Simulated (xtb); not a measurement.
cyclohexasilane (H12Si6), SMILES [SiH2]1[SiH2][SiH2][SiH2][SiH2][SiH2]1. All values are semi-empirical tight-binding results from xtb (GFN2-xTB unless named), good for trends rather than for accurate numbers. The structure is a stationary point at GFN2-xTB.

Computed properties:
- point group as xtb finds it = D3d
- orbital gap = 3.21 eV
- dipole moment = 0.00 D
- zero-point energy = 61.3 kcal/mol
- G − E(el) at 298.15 K (modified RRHO) = 37.8 kcal/mol
- static polarisability (D4 model) = 166.5 bohr³
- solvation energy, GFN2-xTB/ALPB(water) = -2.2 kcal/mol
- solvation energy, GFN2-xTB/ALPB(hexane) = -3.6 kcal/mol
